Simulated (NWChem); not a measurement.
# GeTe (SMILES [Ge][Te]): how far must the basis set go?

The species is GeTe (2 atoms), meant as a singlet with charge 0. SMILES: `[Ge][Te]`. Geometry: the measured bond length.

```xyz
2

Ge    0.0000    0.0000    0.0000
Te    0.0000    0.0000    2.3402
```

Program: NWChem 7.3.0. Method: MP2 (core potential). Swept: basis set. Watched: the largest force on an atom. Each run: gradient, 13 core orbitals frozen. Hardware: 1 thread of Intel Xeon 6975P-C (Granite Rapids), shared host.

The last row is the best point of the sweep, not the limit.

```csv
basis set,basis functions,value (eV/Å),from the best (eV/Å),wall time
def2-SVP,58,0.44753,+0.29969,37 s
def2-SVPD,73,0.54127,+0.39343,61 s
def2-TZVP,98,0.13478,-0.01306,2 min
def2-TZVPD,113,0.14784,0.00000,2.3 min
```

Over the sweep the value spans 0.40649 eV/Å.
